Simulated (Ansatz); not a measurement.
Born–Oppenheimer molecular dynamics of ClGeH$_{3}$ (5 atoms, charge 0, multiplicity 1). It starts at the highest image of a converged band. Of that band: Neighbouring images differ by up to 1.5 eV, so the band resolves the path poorly. A vibrational analysis at the climbing image gives one clearly imaginary mode, 1697i cm⁻¹: a first-order saddle point.

These are results of RHF/def2-SVP (Ansatz 0.2.0), not measurements.

| Item | Value |
| --- | --- |
| ensemble | NVE (velocity Verlet) |
| time step | 0.5 fs |
| steps asked | 200 |
| starting velocities drawn for | 300 K |
| seed | 11697 |

First frame:

```xyz
5
Properties=species:S:1:pos:R:3
Ge 0.282 0.045 -0.422
H 0.637 0.039 1.270
H 1.555 -0.081 0.458
H -0.619 1.236 -0.134
Cl -0.895 -1.786 -0.492
```

Question: How far do the bonds stretch over the last three quarters of this one trajectory? (Pairs bonded in most of those frames.)

Answer: 
| bond | mean (Å) | spread (Å) | shortest | longest |
| --- | --- | --- | --- | --- |
| Ge1–H2 | 1.594 | 0.074 | 1.44 | 1.72 |
| Ge1–H3 | 1.598 | 0.135 | 1.38 | 1.83 |
| Ge1–H4 | 1.577 | 0.086 | 1.41 | 1.72 |
| Ge1–Cl5 | 2.207 | 0.016 | 2.19 | 2.23 |

Mean temperature of the second half: 4451 K. The conserved energy stayed within 1.1 meV per atom of its start (net change -0.025 meV per atom), so the integration is sound. The kinetic energy rose, since the run started high on the potential surface and went downhill. A run of 0.1 ps of so small a system gives no equilibrium averages. The orbitals stay closed-shell, which can raise the energy where a bond breaks towards radicals; this wasn't checked here.

The run took 2.2 min on 1 thread of Arm Neoverse V2, with other jobs on the host, peak memory 0.11 GiB.
